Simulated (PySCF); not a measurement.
**`InChI=1S/C8H11/c1-4-5-6-7-8(2)3/h4H,1,5H2,2-3H3/q+1`, charge +1**

Cartesian coordinates in Å; atom numbers follow the order of the lines, from 1:
```xyz
19

C     2.9745    0.8846    0.1441
C     3.0830   -0.4163   -0.0571
C     1.9565   -1.3386   -0.4363
C     0.6454   -0.8171   -0.3287
C    -0.4780   -0.3456   -0.2164
C    -1.7415    0.1575   -0.0989
C    -2.8896   -0.6343   -0.5422
C    -1.9469    1.4890    0.4717
H     2.0350    1.4049    0.0514
H     3.8287    1.4831    0.4051
H     4.0394   -0.9121    0.0251
H     2.0025   -2.2526    0.1738
H     2.1034   -1.6903   -1.4685
H    -2.7018   -1.7054   -0.4967
H    -3.0759   -0.3940   -1.5957
H    -3.7950   -0.3685    0.0011
H    -2.1689    1.3652    1.5384
H    -1.0635    2.1198    0.4006
H    -2.8172    1.9797    0.0368
```

Total charge +1.

Method: GIAO HF/pcSseg-1 magnetisability, rotational g tensor and spin-rotation constants, non-relativistic, gas phase (PySCF). Geometry: GFN2-xTB.

For an ion the centre-of-mass motion in the field is neglected.

Question: What are the magnetisability and the molar susceptibility?

Answer: Isotropic -1155 × 10⁻³⁰ J/T², or -69.6 × 10⁻⁶ cm³/mol; principal values -1395, -1140, -931 × 10⁻³⁰ J/T², anisotropy 402 × 10⁻³⁰ J/T² (root of half the summed squared differences of the principal values). The susceptibility is in cgs units.

Question: Split it along the inertial axes a, b, c into diamagnetic and paramagnetic parts about the centre of mass, with the quadrupole moment.

Answer: 
```
axis  χ (10⁻⁶ cm³/mol)  diamagnetic (10⁻⁶ cm³/mol)  paramagnetic (10⁻⁶ cm³/mol)  summed x² of all electrons (Å²)  quadrupole Θ (D Å)
   a             -57.5                      -385.3                        327.8                            320.7              +28.61
   b             -67.3                     -1425.4                       1358.1                             75.5               -6.74
   c             -83.9                     -1680.9                       1597.1                             15.3              -21.86
```
Anisotropies 2χaa − χbb − χcc = +36.1 and 2χbb − χaa − χcc = +6.8 × 10⁻⁶ cm³/mol. Θ is traceless in Buckingham's convention.

Question: And the rotational g tensor?

Answer: 
```csv
axis,rotational constant (GHz),g,nuclear part,electronic part
a,4.4881,-0.0386,0.6526,-0.6912
b,0.9160,+0.0053,0.5897,-0.5845
c,0.7741,+0.0137,0.5945,-0.5808
```
Asymmetric top; isotopes 12C, 1H; no vibrational averaging.
